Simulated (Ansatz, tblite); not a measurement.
Removing and adding an electron: the cluster Zn5Cu2 (the lowest singlet isomer of a short search). The state is a singlet with charge 0. Geometry: B3LYP-D4/def2-SVP. Ansatz, gas phase; energy differences of separate SCF runs; the oxidised species was run as a doublet alone; the reduced species was run as a doublet alone.

```xyz
7

Cu    0.672   -0.453   -0.237
Cu   -0.882    0.883    0.932
Zn   -2.113   -0.798   -0.436
Zn   -0.362   -0.922   -2.395
Zn   -0.998    1.458   -1.487
Zn    0.981    0.681    2.520
Zn    2.702   -0.849    1.102
```

The xTB rows come from tblite. The structure comes from a short search, and lower isomers may exist.

```
                 level  −HOMO (eV)  vertical IE (eV)  −LUMO (eV)  vertical EA (eV)  HOMO–LUMO gap (eV)  IE − EA (eV)                       remarks
              GFN1-xTB        9.98             11.95        7.67              5.78                2.31          6.17                             –
              GFN2-xTB        6.74              9.21        3.89              1.56                2.85          7.65                             –
 LDA (SPW92)/def2-TZVP        4.82              6.81        3.35                 –                1.47             –                             –
LDA (SPW92)/def2-TZVPD        4.82                 –        3.36              1.57                1.46             –  HOMO above zero (-1 doublet)
      PBE-D4/def2-TZVP        4.57              6.52        3.11                 –                1.46             –                             –
     PBE-D4/def2-TZVPD        4.58                 –        3.12              1.41                1.46             –  HOMO above zero (-1 doublet)
     PBE0-D4/def2-TZVP        4.96              6.28        2.40                 –                2.57             –                             –
    PBE0-D4/def2-TZVPD        4.97                 –        2.41              1.27                2.56             –                             –
```

   A HOMO above zero means that the electron is unbound at that level or that self-interaction error raises the level; the energy of removing that electron tells which. Raw xTB energy differences between charge states are shifted by several eV; the methods need an empirical correction for them.
